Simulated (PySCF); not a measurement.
**Radial density of Rb (rubidium, neutral)**

r2SCAN, [Kr] 5s1, 2S determinant. Calculation: PySCF 2.14, in def2-TZVP with the def2 core potential (28 electrons) (6s4p3d, 33 functions); scalar relativity through the core potential. This is the valence pseudo-density: the core potential removes the inner electrons and smooths the orbitals near the nucleus.

| r (bohr) | 4πr²ρ (e/bohr) | 4πr²(ρα − ρβ) |
| --- | --- | --- |
| 0.0348 | 1.203e-05 | 0.0000 |
| 0.0586 | 3.769e-05 | 0.0000 |
| 0.0985 | 0.0001370 | 0.0000 |
| 0.166 | 0.0006634 | 0.0000 |
| 0.279 | 0.005210 | 0.0001 |
| 0.469 | 0.08880 | 0.0010 |
| 0.788 | 1.731 | 0.0183 |
| 1.33 | 6.069 | 0.0203 |
| 2.23 | 2.479 | 0.0235 |
| 3.75 | 0.3441 | 0.2127 |
| 6.31 | 0.1497 | 0.1491 |
| 10.6 | 0.008545 | 0.0085 |
| 17.9 | 1.600e-05 | 0.0000 |

Energies and moments cover only the electrons outside the core potential.
